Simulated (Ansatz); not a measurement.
Computed with Ansatz on PBE0-D4/def2-TZVP structures; ΔE is electronic, products minus reactants. CBS: MP2 limit from def2 TZ/QZ plus the TZ coupled-cluster correction, frozen cores. This one scheme is used for every species. DFT in def2-TZVPP. def2 core potentials past Kr. For In outer-core shells are correlated without core-valence functions, which leaves a few kJ/mol of doubt a bond. One conformer a species, not always the lowest.

Consider the cleavage of the In–Si bond: `[CH3][In]([SH])[SiH2]O` + HCl → `[CH3][In]([SH])[Cl]` + `O[SiH3]`.

```tsv
level	ΔE (eV)
PBE-D4	-0.93
PBE0-D4	-1.01
HF/def2-TZVPP	-1.43
MP2/def2-TZVPP	-1.13
SCS-MP2/def2-TZVPP	-1.17
HF/def2-QZVPP	-1.44
HF/CBS(def2)	-1.44
CCSD/CBS(def2)	-1.13
```

What does CCSD(T)/CBS give? (Best estimate.)

Ansatz gave: -1.10 eV. The listed levels differ from it by 0.17, 0.09, -0.33, -0.03, -0.07, -0.34, -0.34, -0.03 eV.

Largest T1 diagnostic among the species: 0.013.

The D4 term adds +0.05 eV with B3LYP and +0.03 eV with PBE0; it sums over pairs of atoms, weighted by their polarisabilities, and B3LYP, whose exchange is more repulsive, gets the larger term. In def2-TZVPP, CCSD(T) changes the Hartree–Fock value by +0.35 eV (the triples alone add +0.03 eV) and MP2 by +0.31 eV. From PBE to PBE0 (25 % exact exchange), in def2-TZVPP and without D4, ΔE moves by −0.08 eV.

B3LYP here is the variant with VWN-RPA as its local correlation; programs differ in this.
